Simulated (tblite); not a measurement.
Compound: C6H10SSi.
SMILES with atom numbers: `[CH:1]#[C:2][CH2:3][C@H:4]1[CH2:5][CH2:6][S:7][SiH2:8]1` (hydrogens: H9 on C1; H10, H11 on C3; H12 on C4; H13, H14 on C5; H15, H16 on C6; H17, H18 on Si8)

The geometry is computed with GFN2-xTB (gas phase).

Question: What internal coordinates does the optimisation give?

Answer: 
```csv
bond,length (Å),order
C1≡C2,1.197,triple
C2–C3,1.448,single
C3–C4,1.532,single
C4–C5,1.529,single
C5–C6,1.517,single
C6–S7,1.835,single
S7–Si8,2.139,single
C4–Si8,1.911,single
C1–H9,1.049,single
C3–H10,1.094,single
C3–H11,1.096,single
C4–H12,1.097,single
C5–H13,1.093,single
C5–H14,1.094,single
C6–H15,1.091,single
C6–H16,1.088,single
Si8–H17,1.454,single
Si8–H18,1.461,single
```

Orders are formal, as drawn. A selection of angles:
```csv
angle,degrees
C1–C2–C3,178.7
C2–C3–C4,112.2
C3–C4–C5,111.6
C3–C4–Si8,114.3
C5–C4–Si8,106.4
C4–C5–C6,109.9
C5–C6–S7,110.1
C6–S7–Si8,93.9
C4–Si8–S7,96.8
```

Dihedral angles: C2–C3–C4–C5 -62° (synclinal); C3–C4–C5–C6 172° (antiperiplanar); C4–C5–C6–S7 -53° (synclinal); C5–C6–S7–Si8 31° (synclinal); C6–S7–Si8–C4 -5° (synperiplanar); C3–C4–Si8–S7 -145° (anticlinal).

The 5-membered ring C4–C5–C6–S7–Si8 has internal angles of 93.9° to 110.1°; it is puckered, 0.20 Å rms from its mean plane, widest ring torsion 53°. Si8 (SiH2 silicon) has angles from 96.8° to 114.2°. The 5 C–C bonds span 1.197 Å (C1≡C2, drawn triple) to 1.532 Å (C3–C4, drawn single), a spread of 0.335 Å. S7 (sulfur bonded to C and Si) is bent (angle 93.9°). Of the pairs four or more bonds apart, C2···H13 is among the closest relative to their van der Waals radii: 2.59 Å, 89 % of the sum of Bondi's values.

Point group: C1 (no symmetry element, even within 0.4 Å). Its GFN2-xTB frequencies are all real (lowest 49 cm⁻¹). One conformer, not necessarily the lowest. 3 starts were optimised and ended at 0.00, 0.16 and 0.16 kcal/mol (GFN2-xTB); the lowest of these is shown.

Time: 1.3 s of wall time. Hardware: one thread, Arm Neoverse N1 (aarch64), no GPU, shared host with 64 logical CPUs at a one-minute load of 60. That covers the optimisation of the geometry.
